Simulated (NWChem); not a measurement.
System: AlNH₂Cl₂; SMILES [NH2][Al]([Cl])[Cl]

Input file for NWChem:

```
start job
memory heap 200 mb stack 900 mb global 1100 mb
geometry units angstroms noautoz
  Al     0.000000     0.000000     0.329190
  Cl    -1.809282     0.000000    -0.721696
  Cl     1.809282     0.000000    -0.721696
  N      0.000000     0.000000     2.082306
  H      0.833765     0.000000     2.658552
  H     -0.833765     0.000000     2.658552
end
basis spherical
  Al library def2-svp
  Cl library def2-svp
  N library def2-svp
  H library def2-svp
end
dft
  xc xpbe96 cpbe96
  iterations 150
  mulliken
end
task dft energy
```

Output (shortened):

```
             Northwest Computational Chemistry Package (NWChem) 7.3.0
             --------------------------------------------------------

 C2V symmetry detected

                             Geometry "geometry" -> ""
                             -------------------------

 Output coordinates in angstroms (scale by  1.889725989 to convert to a.u.)

  No.       Tag          Charge          X              Y              Z
 ---- ---------------- ---------- -------------- -------------- --------------
    1 Al                  13.0000     0.00000000     0.00000000     0.33570693
    2 Cl                  17.0000    -1.80928200     0.00000000    -0.71517907
    3 Cl                  17.0000     1.80928200     0.00000000    -0.71517907
    4 N                    7.0000     0.00000000     0.00000000     2.08882293
    5 H                    1.0000     0.83376500     0.00000000     2.66506893
    6 H                    1.0000    -0.83376500     0.00000000     2.66506893

 Effective nuclear repulsion energy (a.u.)     241.7550959011

      Symmetry information
      --------------------

 Group name             C2v
 Group number             16
 Group order               4
 No. of unique centers     4

  pbe96 is a nonlocal functional; adding pw91lda local functional.

                                 NWChem DFT Module
                                 -----------------

 Summary of "ao basis" -> "ao basis" (spherical)
 ------------------------------------------------------------------------------
       Tag                 Description            Shells   Functions and Types
 ---------------- ------------------------------  ------  ---------------------
 Al                         def2-svp                 8       18   4s3p1d
 Cl                         def2-svp                 8       18   4s3p1d
 N                          def2-svp                 6       14   3s2p1d
 H                          def2-svp                 3        5   2s1p

      Symmetry analysis of basis
      --------------------------

        a1         33
        a2          8
        b1         24
        b2         13

            General Information
            -------------------
          SCF calculation type: DFT
          Wavefunction type:  closed shell.
          No. of atoms     :     6
          No. of electrons :    56
           Alpha electrons :    28
            Beta electrons :    28
          Charge           :     0
          Spin multiplicity:     1
          Use of symmetry is: on ; symmetry adaption is: on
          Maximum number of iterations: 150
          AO basis - number of functions:    78
                     number of shells:    36
          Convergence on energy requested:  1.00D-06
          Convergence on density requested:  1.00D-05
          Convergence on gradient requested:  5.00D-04

              XC Information
              --------------
          PerdewBurkeErnzerhof Exchange Functional  1.000
            Perdew 1991 LDA Correlation Functional  1.000 local
           PerdewBurkeErnz. Correlation Functional  1.000 non-local

             Grid Information
             ----------------
          Grid used for XC integration:  medium
          Radial quadrature: Mura-Knowles
          Angular quadrature: Lebedev.
          Tag              B.-S. Rad. Rad. Pts. Rad. Cut. Ang. Pts.
          ---              ---------- --------- --------- ---------
          Al                  1.25       88           8.0       590
          Cl                  1.00       88          11.0       590
          N                   0.65       49           9.0       434
          H                   0.35       45          10.0       434
          Grid pruning is: on
          Number of quadrature shells:   270
          Spatial weights used:  Erf1

      Superposition of Atomic Density Guess
      -------------------------------------

 Sum of atomic energies:       -1215.68119522

      Non-variational initial energy
      ------------------------------

 Total energy =   -1216.661878
 1-e energy   =   -2162.613273
 2-e energy   =     704.196299
 HOMO         =      -0.367061
 LUMO         =      -0.010866

      Symmetry analysis of molecular orbitals - initial
      -------------------------------------------------

  Numbering of irreducible representations:

     1 a1          2 a2          3 b1          4 b2

  Orbital symmetries:

     1 b1          2 a1          3 a1          4 a1          5 a1
     6 b1          7 a1          8 b1          9 a1         10 b2
    11 b1         12 a2         13 a1         14 a1         15 b1
    16 b2         17 a1         18 a1         19 b1         20 b1
    21 a1         22 a1         23 b1         24 b2         25 a1
    26 a2         27 b1         28 b2         29 a1         30 b2
    31 a1         32 b1         33 b1         34 a1         35 a1
    36 b2         37 b1         38 a1

     ---------------------------------------------
      Total Density - Mulliken Population Analysis
     ---------------------------------------------

    Atom       Charge   Shell Charges
 -----------   ------   -------------------------------------------------------
    1 Al  13    11.71   2.00  1.99  0.68  0.04  5.93  0.54  0.31  0.22
    2 Cl  17    17.46   2.00  1.99  1.23  0.71  5.94  2.18  3.40  0.01
    3 Cl  17    17.46   2.00  1.99  1.23  0.71  5.94  2.18  3.40  0.01
    4 N    7     7.88   1.99  1.03  0.46  2.64  1.76  0.00
    5 H    1     0.74   0.58  0.12  0.05
    6 H    1     0.74   0.58  0.12  0.05

   convergence    iter        energy       DeltaE   RMS-Dens  Diis-err
 ---------------- ----- ----------------- --------- --------- ---------
 d= 0,ls=0.0,diis     1  -1217.9040328367 -1.46D+03  1.67D-02  6.64D-01
 d= 0,ls=0.0,diis     2  -1217.8108230317  9.32D-02  1.16D-02  1.24D+00
 d= 0,ls=0.0,diis     3  -1217.9580750315 -1.47D-01  3.44D-03  1.22D-01
 d= 0,ls=0.0,diis     4  -1217.9698108621 -1.17D-02  1.76D-03  2.28D-02
 d= 0,ls=0.0,diis     5  -1217.9731527694 -3.34D-03  1.39D-04  1.62D-04
  Resetting Diis
 d= 0,ls=0.0,diis     6  -1217.9731733314 -2.06D-05  2.29D-05  6.22D-06
 d= 0,ls=0.0,diis     7  -1217.9731740483 -7.17D-07  1.48D-05  3.64D-07
 d= 0,ls=0.0,diis     8  -1217.9731739229  1.25D-07  9.04D-06  1.44D-06

         Total DFT energy =    -1217.973173922879
      One electron energy =    -2165.654037426435
           Coulomb energy =      788.248829507531
    Exchange-Corr. energy =      -82.323061905106
 Nuclear repulsion energy =      241.755095901131

 Numeric. integr. density =       55.999998908510

                  Occupations of the irreducible representations
                  ----------------------------------------------

                     irrep           alpha         beta
                     --------     --------     --------
                     a1               13.0         13.0
                     a2                2.0          2.0
                     b1                9.0          9.0
                     b2                4.0          4.0

                       DFT Final Molecular Orbital Analysis
                       ------------------------------------

 Vector   26  Occ=2.000000D+00  E=-2.823349D-01  Symmetry=a2
              MO Center=  2.2D-14, -1.4D-16, -6.8D-01, r^2= 4.3D+00
   Bfn.  Coefficient  Atom+Function         Bfn.  Coefficient  Atom+Function
  ----- ------------  ---------------      ----- ------------  ---------------
    30      0.460627  2 Cl py                48     -0.460627  3 Cl py
    27      0.334784  2 Cl py                45     -0.334784  3 Cl py
    24      0.196594  2 Cl py                42     -0.196594  3 Cl py
    14     -0.066381  1 Al d -2

 Vector   27  Occ=2.000000D+00  E=-2.753606D-01  Symmetry=b1
              MO Center= -5.4D-14, -8.3D-17, -6.5D-01, r^2= 4.4D+00
   Bfn.  Coefficient  Atom+Function         Bfn.  Coefficient  Atom+Function
  ----- ------------  ---------------      ----- ------------  ---------------
    31      0.352157  2 Cl pz                49     -0.352157  3 Cl pz
    29     -0.288642  2 Cl px                47     -0.288642  3 Cl px
    28      0.263684  2 Cl pz                46     -0.263684  3 Cl pz
    26     -0.215585  2 Cl px                44     -0.215585  3 Cl px
    25      0.153713  2 Cl pz                43     -0.153713  3 Cl pz

 Vector   28  Occ=2.000000D+00  E=-2.324540D-01  Symmetry=b2
              MO Center= -3.2D-15, -8.5D-16,  1.8D+00, r^2= 1.7D+00
   Bfn.  Coefficient  Atom+Function         Bfn.  Coefficient  Atom+Function
  ----- ------------  ---------------      ----- ------------  ---------------
    59      0.542653  4 N  py                62     -0.457571  4 N  py
    30      0.142262  2 Cl py                48      0.142262  3 Cl py
    12     -0.119136  1 Al py                 9     -0.099969  1 Al py
    27      0.092847  2 Cl py                45      0.092847  3 Cl py
    15     -0.068275  1 Al d -1               6      0.061042  1 Al py

 Vector   29  Occ=0.000000D+00  E=-4.451473D-02  Symmetry=a1
              MO Center= -1.5D-15, -1.9D-16,  3.7D-01, r^2= 4.7D+00
   Bfn.  Coefficient  Atom+Function         Bfn.  Coefficient  Atom+Function
  ----- ------------  ---------------      ----- ------------  ---------------
     4      1.079311  1 Al s                 57     -0.548512  4 N  s
     3      0.334074  1 Al s                 22     -0.295217  2 Cl s
    40     -0.295217  3 Cl s                 29     -0.288700  2 Cl px
    47      0.288700  3 Cl px                 2      0.248360  1 Al s
    56     -0.196113  4 N  s                 21     -0.179691  2 Cl s

[...]
```

Level: PBE/def2-SVP. All runs use the structure optimised with PBE0/def2-SVP.
